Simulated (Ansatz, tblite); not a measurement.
Cost and result up the ladder for MgSe2 (the lowest singlet isomer of a short search) (3 atoms). The state is a singlet with charge 0. Geometry: PBE-D4/def2-TZVP.

```xyz
3

Mg    0.7087   -0.8309    0.7690
Se   -0.7878    1.0218    0.6701
Se    0.0791   -0.1909   -1.4391
```

Ansatz on 4 threads of Arm Neoverse V2 on a shared host; xTB runs through tblite on one thread. Times are rough, summed over both states, and most runs start from the orbitals of an earlier one. CCSD(T)/def2-TZVPP serves as the yardstick here, not as an exact answer. Differences are given only for rows in sets of like size (and for xTB, whose basis is part of the method), since another set adds its own error. The other state is a quintet at its own geometry.

The xTB rows come from tblite. Correlated methods freeze 19 core orbitals; core or outer-core shells of Mg, Se are correlated, in sets that lack core-valence functions. The order of the spin states hangs on the level: the triplet lies 0.10 eV below the singlet at PBE0-D4/def2-TZVP, but 0.44 eV above it at HF/STO-3G. At PBE0-D4/def2-TZVP a triplet of charge 0 lies 2.36 eV below the quintet, each at its own geometry. The structure comes from a short search, and lower isomers may exist.

Correlated methods converge slowly with the basis.

xTB has no spin-polarisation term.

```tsv
level	functions	wall time	quintet − singlet (eV)	difference from CCSD(T)/def2-TZVPP (eV)
GFN1-xTB	22	0.004 s	3.41	0.78
GFN2-xTB	27	0.005 s	2.90	0.27
HF/STO-3G	45	0.5 s	2.21	–
BLYP-D4/def2-TZVP	128	2.5 s	2.04	-0.59
PBE-D4/def2-TZVP	128	2.9 s	2.10	-0.53
RPA@PBE/def2-TZVP	128	4 s	2.04	-0.59
HF/def2-TZVP	128	5.2 s	0.93	-1.70
MP2/def2-TZVP	128	6.7 s	2.75	0.12
BHLYP-D4/def2-TZVP	128	7.3 s	2.23	-0.40
r2SCAN-D4/def2-TZVP (with forces)	128	7.6 s	2.14	-0.49
CAM-B3LYP-D4/def2-TZVP	128	7.8 s	2.34	-0.29
PBE-QIDH/def2-TZVP	128	9.1 s	2.51	-0.12
PBE0-D4/def2-TZVP	128	12 s	2.25	-0.38
CCSD(T)/def2-TZVPP	128	31 s	2.63	0.00
```
